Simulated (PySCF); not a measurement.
C2H5AlO2. Atoms are numbered in the order given.

```xyz
10

Al    -0.0287    -0.4728     0.0000
C     -0.7692     1.3090     0.0000
C      0.0155     2.4005     0.0000
H     -1.8556     1.4743     0.0000
H     -0.3902     3.4210     0.0000
H      1.1097     2.3260     0.0000
O      1.6709    -0.5932     0.0000
H      2.2292    -1.3733     0.0000
O     -1.0855    -1.8083     0.0000
H     -0.8807    -2.7459     0.0000
```
Charge 0, spin multiplicity 1.

Coordinates come from a B3LYP-D3(BJ)/def2-SVP optimisation. The structure was generated by enumeration; whether it is a known compound was not checked. Other conformers were not sampled.

Computed with r2SCAN/def2-TZVP (PySCF).

Isolated molecule, no solvent.

Computed frontier levels, gap, dipole moment and polarisability:
- highest occupied level: -6.93 eV
- lowest empty level: -1.40 eV
- orbital gap: 5.53 eV
- dipole moment: 1.74 D
- quadrupole, principal values (traceless, Buckingham form, about the centre of nuclear charge): -7.92, -3.52, 11.45 D·Å
- mean static polarisability: 53.9 bohr³ (7.99 Å³)
- polarisability, principal values: 39.1, 52.6, 70.0 bohr³
